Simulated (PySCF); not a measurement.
## SbP⁺ at UHF-CCSD(T)

Computed with UHF-CCSD(T); Sb aug-cc-pVDZ-PP with ECP28, P aug-cc-pV(D+d)Z; scalar-relativistic core potentials (PySCF 2.14).

- state: ²Π (doublet), unpaired electrons π ↑
- bond length: 2.345 Å
- harmonic wavenumber: 419 cm⁻¹
- force constant: 2.55 mdyn/Å
- rotational constant Be: 0.1243 cm⁻¹
- anharmonicity ωexe: 1.78 cm⁻¹
- vibration–rotation constant αe: 0.000561 cm⁻¹
- well depth De to Sb⁺ + P: 60.5 kcal/mol
- dissociation energy D0: 59.9 kcal/mol

Correlated steps freeze 9 core orbitals. Correlated levels converge slowly with the basis: in double zeta they bind strong bonds too weakly, by up to about 1 eV, and carry superposition errors of some tenths. Spin–orbit coupling is left out, which matters for elements this heavy, above all for dissociation energies. For an ion De counts to the pair picked by the measured ionisation energies or electron affinities, which need not be the lowest pair at this level. The state is the lowest determinant that a PBE0 search found; another state may lie lower at other levels.
